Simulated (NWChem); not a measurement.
System: SeF2; SMILES F[Se]F

Here is an NWChem input.

```
start job
memory heap 200 mb stack 900 mb global 1100 mb
geometry units angstroms noautoz
  Se     0.000000     0.000000     0.378333
  F     -1.290889     0.000000    -0.773277
  F      1.290889     0.000000    -0.773277
end
basis spherical
  * library def2-svp
end
dft
  xc b3lyp
  iterations 150
  vectors input atomic output neutral.movecs
end
task dft energy
charge 1
dft
  odft
  mult 2
  vectors input atomic output cation.movecs
end
task dft energy
```

Coordinates come from a PBE0-D3(BJ)/def2-TZVP optimisation.

Ions are spin-unrestricted doublets at the neutral geometry; other ion states weren't tried.

Q: Give the results of this calculation. (B3LYP/def2-SVP, vertical spin-unrestricted ions.) Quantities: vertical ionisation energy, ΔSCF (eV); −ε(HOMO) (eV).

A: 
```json
{
 "vertical ionisation energy, ΔSCF (eV)": "9.87",
 "−ε(HOMO) (eV)": "6.65"
}
```
